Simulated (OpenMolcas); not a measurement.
## Ionisation energies of strontium

* Program: OpenMolcas 26.06
* Basis: ANO-RCC-VTZP [7s6p3d1f]
* Scalar Hamiltonian: DKH2, point nucleus
* Spin-orbit coupling: RASSI with atomic mean-field integrals over the reference wave functions, term energies averaged over their components

Active shells in each charge state: the valence s, p, d shells, with orbitals averaged over the low states. Where CASPT2's correlated closed shells are named, they are those of the first ion.

A. CASSCF
B. SS-CASPT2, IPEA 0.25 Eh, imaginary shift 0.1 Eh (closed shells correlated: 4s 4p)
C. SS-CASPT2, IPEA 0.25 Eh, imaginary shift 0.1 Eh (closed shells correlated: 3d 4s 4p)
D. SS-CASPT2, IPEA 0 Eh, imaginary shift 0.1 Eh (closed shells correlated: 4s 4p)
E. SS-CASPT2, IPEA 0.25 Eh, imaginary shift 0.1 Eh (closed shells correlated: none)

Energies in eV between the lowest computed levels, named as in B; reference values from the NIST Atomic Spectra Database with their kind.

```
         From             To       A       B       C       D       E  Spin-orbit share in B          Reference
   Sr 5s² ¹S₀  Sr+ 5s ²S_1/2   5.352   5.482   5.485   5.475   5.428                 +0.000   5.695 (measured)
Sr+ 5s ²S_1/2   Sr2+ 4p⁶ ¹S₀  10.410  10.885  10.889  10.924  10.410                 +0.000  11.030 (measured)
```

Error against the reference values, in %:

```json
{"From": "Sr", "Reference": "measured", "A": "-6.0", "B": "-3.7", "C": "-3.7", "D": "-3.9", "E": "-4.7"}
{"From": "Sr+", "Reference": "measured", "A": "-5.6", "B": "-1.3", "C": "-1.3", "D": "-1.0", "E": "-5.6"}
```

Mean absolute error over the 2 measured values: A 0.48 eV, B 0.18 eV, C 0.18 eV, D 0.16 eV, E 0.44 eV.

The lowest level within the active space need not be the ion's true ground level.
